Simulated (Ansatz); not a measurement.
Breaking the Se4–H5 bond in GaH3Se (SMILES [GaH2][SeH]) (multiplicity 1 held, fragments rigid). Energies count from the point at 1.471 Å.
Geometry at that point (charge 0, multiplicity 1):
| atom | x (Å) | y (Å) | z (Å) |
|---|---|---|---|
| Ga | 0.2749 | 0.0112 | -1.1530 |
| H | -0.8038 | -0.5760 | -2.1169 |
| H | 1.6617 | 0.6037 | -1.5559 |
| Se | -0.3040 | -0.0284 | 1.1136 |
| H | 0.9571 | 0.5901 | 1.5522 |

Restricted levels (R-, RO-) in cc, def2 and unpolarised 6-31G sets keep to the state of the molecule at rest. Unrestricted levels (U-) break spin symmetry where that is lower. Active spaces are followed from a long bond inwards. Levels need not reach the same state.

Correlated levels freeze the cores. Filled d and f shells under p-block atoms count as core.

Programs: Ansatz (a first-principles code). Each number belongs to the level named beside it.

Energies in kcal/mol.

```csv
R (Å),R-PBE/cc-pVTZ,R-r2SCAN/cc-pVTZ,U-B3LYP/cc-pVTZ,"SC-NEVPT2 on CASSCF(4,3)/cc-pVTZ","FIC-MRCISD+Q on CASSCF(4,3)/cc-pVTZ"
1.177,37.0,35.0,35.5,38.8,36.1
1.324,7.5,6.5,6.8,8.1,6.8
1.471,0.0,0.0,0.0,0.0,0.0
1.619,3.5,4.4,4.2,3.4,4.3
1.766,12.2,14.1,13.5,12.2,13.6
1.986,28.7,31.8,30.9,28.5,30.4
2.207,45.3,49.4,48.3,43.9,46.2
2.575,68.4,74.1,68.7,62.4,65.1
2.943,85.0,92.0,76.8,72.0,74.9
3.384,97.9,105.9,80.1,76.5,79.5
3.973,107.2,116.0,81.2,78.0,81.0
4.709,112.3,121.4,81.5,78.3,81.4
```

Doubts at one or more of the structures used: a restricted determinant that unrestricted orbitals would lower (R-PBE/cc-pVTZ, R-r2SCAN/cc-pVTZ); a spin-contaminated determinant (U-B3LYP/cc-pVTZ); active orbitals that take no part (SC-NEVPT2 on CASSCF(4,3)/cc-pVTZ, FIC-MRCISD+Q on CASSCF(4,3)/cc-pVTZ).
